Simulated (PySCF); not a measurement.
Mapped SMILES: `[CH3:1][S:2][C@@H:3]1[CH2:4][BH:5][CH2:6][CH2:7][CH2:8]1` (H(Xn): hydrogen on atom n). Ha(C4), Ha(C6), Ha(C7), Ha(C8) are cis to S2 on the ring; Hb(C4), Hb(C6), Hb(C7), Hb(C8) are trans to S2 on the ring.

[PySCF 2.14: geometry from PBE0-D3(BJ)/def2-SVP; NMR shieldings at PBE0/pcSseg-1/GIAO; isolated molecule; no relativistic terms; averaged over atoms made equivalent by symmetry, fast rotation or ring inversion; one conformer]

Shifts are taken against calculated references (same method and geometry level): $^{13}$C (σ = 184.41 ppm) and $^{1}$H (σ = 31.27 ppm) vs TMS; $^{33}$S (σ = 495.66 ppm) vs CS2; $^{11}$B (σ = 100.73 ppm) against BF3·OEt2.

```csv
atoms,nucleus,count,Hirshfeld charge,δ (ppm)
C4,$^{13}$C,1,-0.15,35.4
H(C3),$^{1}$H,1,0.04,2.33
H(B5),$^{1}$H,1,-0.06,7.63
C3,$^{13}$C,1,-0.02,44.5
Ha(C8),$^{1}$H,1,0.03,?
C1,$^{13}$C,1,-0.12,?
B5,$^{11}$B,1,0.17,88.0
Ha(C4),$^{1}$H,1,0.05,1.29
C7,$^{13}$C,1,-0.07,26.5
H(C1),$^{1}$H,3,0.04,1.82
S2,$^{33}$S,1,-0.02,?
Ha(C6),$^{1}$H,1,0.05,?
Hb(C7),$^{1}$H,1,0.03,1.53
Hb(C6),$^{1}$H,1,0.04,2.01
Hb(C4),$^{1}$H,1,0.04,2.10
Hb(C8),$^{1}$H,1,0.03,?
C6,$^{13}$C,1,-0.14,?
C8,$^{13}$C,1,-0.07,35.7
Ha(C7),$^{1}$H,1,0.04,1.85
```

Complete the table.

## Answers


- C6: 29.3 ppm, sp3 CH2 bonded to B
- C1: 10.2 ppm, methyl carbon bonded to S
- Hb(C8): 1.82 ppm, hydrogen on an sp3 CH2 in a ring
- Ha(C8): 1.48 ppm, hydrogen on an sp3 CH2 in a ring
- Ha(C6): 0.65 ppm, hydrogen on an sp3 CH2 bonded to B
- S2: 2 ppm, sulfide sulfur

Hydrogens on boron are broadened and split by $^{11}$B (spin 3/2, 80 %) and 10B (spin 3). A carbon bonded to boron is broadened by the quadrupolar boron nucleus and is often missing from a measured spectrum. Shifts are as computed. Against solution values, carbons near 30 ppm lie about +2 ppm off and those near 130 ppm about +5 ppm; carbons on S a further +3 ppm. Of 1211 compounds with measured shifts, 218 miss one by over three times the rms of a fit or turn the order of signals round; such compounds aren't used in these exercises.
